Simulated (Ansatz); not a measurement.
CBClFN, SMILES `N#CB(F)Cl`, relaxed with RKS PBE0-D4/def2-TZVP in the Gaussian-basis code of Ansatz from a PBE-D4/def2-SVP geometry. The force threshold is 0.005 eV/Å; the program also tests the step.

Charge 0, multiplicity 1.

Start:

```xyz
5

N    -0.664   -0.182    2.060
C    -0.323   -0.129    0.938
B     0.137   -0.039   -0.534
F    -0.055   -1.065   -1.345
Cl    0.905    1.415   -1.118
```

```csv
step,energy (eV),largest force (eV/Å),largest move (Å)
1,-18437.0910,2.047,0.000
2,-18437.1295,0.214,0.025
3 (rejected),-18437.0974,0.639,0.071
4,-18437.1302,0.197,0.008
5,-18437.1311,0.139,0.003
6,-18437.1313,0.008,0.002
7,-18437.1313,0.000,0.000
```

End:

```xyz
5

N    -0.657   -0.182    2.034
C    -0.321   -0.129    0.934
B     0.137   -0.036   -0.532
F    -0.057   -1.056   -1.327
Cl    0.898    1.404   -1.109
```

It took 22 s on 2 threads of an AMD EPYC 7R13 on a shared host, with 0.38 GiB of host memory at the peak.
